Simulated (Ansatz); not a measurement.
Geometry optimisation, Ansatz, RKS r2SCAN-D4/def2-SVP.

input.yaml

```yaml
crystal:
  periodic: [false, false, false]
  atoms:
    - { symbol: F, position_ang: [-0.4841, -0.557, 1.3241] }
    - { symbol: Ga, position_ang: [-0.0759, 0.4117, -0.2022] }
    - { symbol: H, position_ang: [-0.9325, -0.5331, -1.2292] }
    - { symbol: H, position_ang: [1.548, 0.618, 0.0871] }
basis:
  gaussian: { orbitals: def2-SVP }
hamiltonian:
  xc: r2scan
  dispersion: d4
relax:
  f_tol: 0.02
  max_steps: 40
scf:
  lower_state_search: "off"
output:
  orbitals: {}
```

Run as:

```bash
$ ansatz run input.yaml --threads 1 --pin off --max-ram 2048MiB --backend cpu --events-out ev --progress --plain --runs-dir out
```

**Question.** Where does it end, and by what steps?

**Answer.** The forces met the threshold. After 4 steps the energy has fallen by 0.987 eV; Ga2 moved furthest, 0.42 Å.

```tsv
step	energy less start (eV)	largest force component (eV/Å)	accepted
0	0.0000	3.364	yes
1	-0.6683	1.880	yes
2	-0.9782	0.321	yes
3	-0.9863	0.062	yes
4	-0.9867	0.011	yes
```

```xyz
4
Properties=species:S:1:pos:R:3
F -0.553 -0.497 1.445
Ga 0.058 0.023 -0.119
H -0.882 -0.329 -1.304
H 1.432 0.743 -0.043
```

Whether the end is a true minimum wasn't checked by a vibrational analysis.

Run time: 3.2 s on 1 thread of Intel(R) Xeon(R) 6975P-C (Granite Rapids) (shared host), peak memory 0.11 GiB.
